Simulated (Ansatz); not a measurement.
Ideal-gas functions of ClF2GeHSe (`[F][Ge]([F])([Cl])[SeH]`) at 298.15 K and 1 bar, from an Ansatz frequency run at PBE0-D4/def2-TZVP.

Molar mass 226.03 g/mol, point group C1 (symmetry number 1), electronic degeneracy 1, moments of inertia 208.381, 481.673, 547.517 u Å². Harmonic wavenumbers (cm⁻¹, unscaled): 77, 126, 138, 180, 212, 237, 321, 456, 683, 728, 745, 2442.

Use S(trans) = R[1.5 ln M + 2.5 ln T − 1.1517]; rotational temperatures θ = 24.2544 K / I; S(rot) = R[ln(√π/σ · √(T³/θAθBθC)) + 1.5]; for each mode x = 1.438777 ν̃/T, S = R[x/(eˣ − 1) − ln(1 − e⁻ˣ)] and H = RT x/(eˣ − 1); 1 cm⁻¹ = 0.0119627 kJ/mol; R = 8.31446 J/(mol·K).

By hand: the entropy, in J/(mol·K).

Translation 176.5. Rotation: θ = 0.1164, 0.0504, 0.0443 K, giving 122.6. Vibration, mode by mode: 16.59, 12.58, 11.85, 9.74, 8.48, 7.64, 5.46, 3.25, 1.37, 1.15, 1.08, 0.00, in all 79.2. Electronic 0.0. Sum 378.3 J/(mol·K).

By hand: H − E and G − E in kJ/mol, counted from the electronic energy.

Zero-point energy ½ × 6345 × 0.0119627 = 38.0; thermal vibration 12.4; translation, rotation and pV give 4 RT = 9.9. H − E = 60.3 kJ/mol, and G − E = 60.3 − 298.15 × 378.3/1000 = -52.5 kJ/mol.

Vibration gives 21 % of the entropy, 41.0 J/(mol·K) of it from the modes under 150 cm⁻¹: soft modes count most, and the harmonic formula is weakest for them. The sum counts one conformer and one mirror image; others add a mixing term.
